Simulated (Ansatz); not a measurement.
**Redistribution: C2H4FI + CHCl2I → C2H3FI2 + CH2Cl2**

Species: C2H4FI `CC(F)I`, singlet; CHCl2I (dichloroiodomethane) `ClC(Cl)I`, singlet; C2H3FI2 `FC(I)CI`, singlet; CH2Cl2 (dichloromethane) `ClCCl`, singlet. The partners trade H for I; both sit on C, so the bond types are kept.

Shapes, held fixed at every level: PBE0-D4/def2-TZVP. Flexible molecules stand in one conformer, not always the lowest. Programs: Ansatz 0.2.0. The zero-point and thermal change to 298 K, harmonic and unscaled (PBE0-D4/def2-TZVP), is +2.1 kJ/mol.

| level | kind | ΔH(298 K) (kJ/mol) | less CCSD(T)/def2-TZVPP |
| --- | --- | --- | --- |
| HF/def2-SVP | Hartree–Fock | -31.6 | -10.5 |
| HF/def2-TZVPP | Hartree–Fock | -31.1 | -10.0 |
| PBE0-D4/def2-TZVPP | global hybrid | -18.9 | +2.2 |
| B2PLYP/def2-TZVPP | double hybrid | -19.0 | +2.1 |
| MP2/def2-TZVPP | perturbation theory | -17.9 | +3.2 |
| CCSD/def2-SVP | coupled cluster or CI | -20.0 | +1.1 |
| CCSD/def2-TZVPP | coupled cluster or CI | -22.9 | -1.8 |
| CCSD(T)/def2-TZVPP | coupled cluster or CI | -21.1 | 0.0 |

The highest level, CCSD(T)/def2-TZVPP, gives ΔH(298 K) = -21.1 kJ/mol; the levels span -31.6 to -17.9. The column of differences is taken from that level and isn't an error. No measured value is set beside it here. For atoms past krypton def2 sets carry core potentials with scalar relativity. Correlated rows may include outer-core shells of I, which these sets cover unevenly.
